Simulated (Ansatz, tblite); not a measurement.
Isomers of CuAu2 (doublet), found by a short tight-binding search and relaxed with PBE0-D4/def2-TZVP in Ansatz.

In the def2 sets Au takes a core potential; there is no spin–orbit coupling. The xTB rows come from tblite. Correlated methods freeze 9 core orbitals; core or outer-core shells of Au are correlated, in sets that lack core-valence functions.

A: At HF/def2-TZVP, CCSD(T)/def2-TZVP the charge 0 doublet is spin-contaminated (final ⟨S²⟩ up to 0.83, 0.75 for a pure state).

Other spin states were run for one of them alone.

A:

```xyz
3

Au    0.017    0.274    0.711
Au    1.609   -1.635    0.005
Cu   -1.626    1.361   -0.717
```

B:

Cartesian coordinates in Å:
```
Au -1.418 0.401 -0.452
Au 0.897 0.720 1.026
Cu 0.521 -1.121 -0.574
```

Q: Estimate which lies lowest at each level, and how far above it the others are (kJ/mol).

A: 
| level | A | B |
| --- | --- | --- |
| GFN1-xTB | 47.9 | 0.0 |
| GFN2-xTB | 9.1 | 0.0 |
| HF/def2-TZVP | 24.3 | 0.0 |
| PBE-D4/def2-TZVP | 35.3 | 0.0 |
| BLYP-D4/def2-TZVP | 24.3 | 0.0 |
| r2SCAN-D4/def2-TZVP | 47.0 | 0.0 |
| PBE0-D4/def2-TZVP | 38.6 | 0.0 |
| MP2/def2-TZVP | 53.9 | 0.0 |
| CCSD/def2-TZVP | 45.0 | 0.0 |
| CCSD(T)/def2-TZVP | 48.7 | 0.0 |
Point groups (tolerance 0.1 Å): A Cs, B C2v. Lower isomers may exist.
